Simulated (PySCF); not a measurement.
Molfile (atoms numbered from 1):
```
C3H7BF2OSi
     RDKit          3D

 15 15  0  0  0  0  0  0  0  0999 V2000
    3.1690    0.5890    1.4434 F   0  0  0  0  0  0  0  0  0  0  0  0
    2.3654   -0.1429    0.6933 B   0  0  0  0  0  0  0  0  0  0  0  0
    2.8069   -1.3431    0.3545 F   0  0  0  0  0  0  0  0  0  0  0  0
    0.9371    0.3416    0.2984 C   0  0  1  0  0  0  0  0  0  0  0  0
    0.4100   -0.1648   -1.0485 C   0  0  0  0  0  0  0  0  0  0  0  0
   -0.9970   -0.0312   -1.0779 O   0  0  0  0  0  0  0  0  0  0  0  0
   -1.6824   -0.0950    0.4545 Si  0  0  0  0  0  4  0  0  0  0  0  0
   -0.0406   -0.1781    1.3936 C   0  0  0  0  0  0  0  0  0  0  0  0
    0.9030    1.4441    0.3075 H   0  0  0  0  0  0  0  0  0  0  0  0
    0.6928   -1.2242   -1.1962 H   0  0  0  0  0  0  0  0  0  0  0  0
    0.8385    0.4103   -1.8850 H   0  0  0  0  0  0  0  0  0  0  0  0
   -2.4906    1.1302    0.7213 H   0  0  0  0  0  0  0  0  0  0  0  0
   -2.5425   -1.3008    0.6342 H   0  0  0  0  0  0  0  0  0  0  0  0
    0.1745   -1.2272    1.6624 H   0  0  0  0  0  0  0  0  0  0  0  0
    0.0087    0.4192    2.3155 H   0  0  0  0  0  0  0  0  0  0  0  0
  1  2  1  0
  2  3  1  0
  2  4  1  0
  4  5  1  0
  5  6  1  0
  6  7  1  0
  7  8  1  0
  8  4  1  0
  4  9  1  6
  5 10  1  0
  5 11  1  0
  7 12  1  0
  7 13  1  0
  8 14  1  0
  8 15  1  0
M  END
```

Geometry: PBE0-D3(BJ)/def2-SVP; GIAO shifts from PySCF 2.14.0 with density-fitted response routines, gas phase, non-relativistic, averaged over equivalent atoms.

At CAM-B3LYP/pcSseg-1 (178 basis functions, 53 s wall time on 1 thread of an Arm Neoverse N1, shared host):
```csv
atoms,δ (ppm)
F1/F3,-62.7
B2,30.3
C5,71.0
C4,25.8
C8,11.6
O6,38.6
Si7,2.8
H13,4.87
H12,4.80
H11,4.13
H10,3.63
H9,1.27
H15,0.94
H14,0.74
```

References, each an isolated molecule treated in the same way: 19F (σ = 189.10 ppm) vs CFCl3; 11B (σ = 99.35 ppm) against BF3·OEt2; 13C (σ = 182.45 ppm) and 29Si (σ = 343.41 ppm) and 1H (σ = 31.33 ppm) vs TMS; 17O (σ = 338.55 ppm) against H2O.

What do these become at PBE0/pcSseg-1?

Answers


```tsv
atoms	δ at PBE0/pcSseg-1	change
F1/F3	-72.7	-10.0
B2	29.3	-1.0
C5	70.8	-0.2
C4	25.8	+0.0
C8	12.1	+0.5
O6	39.4	+0.8
Si7	5.7	+2.9
H13	4.99	+0.12
H12	4.92	+0.12
H11	4.17	+0.04
H10	3.65	+0.02
H9	1.33	+0.06
H15	1.01	+0.07
H14	0.83	+0.09
```

Referencing at the same level of theory: CFCl3 for 19F (σref 177.25); 11B (σref 100.73) vs BF3·OEt2; TMS for 13C (σref 184.41) and 29Si (σref 351.99) and 1H (σref 31.27); 17O (σref 334.56) against H2O.

The largest change is at F1/F3 (fluorine bonded to B). Cost: 178 basis functions, 43 s wall time on 1 thread of an Arm Neoverse N1, shared host. The order of the carbon signals is the same at both levels.

A carbon bonded to boron is broadened by the quadrupolar boron nucleus and is often missing from a measured spectrum. Unscaled 19F shifts against computed CFCl3 carry errors that often reach 10 to 50 ppm. Experimental scales use liquid or dissolved standards, which lie at an offset from isolated H2O (liquid H2O: subtract about 36 ppm).
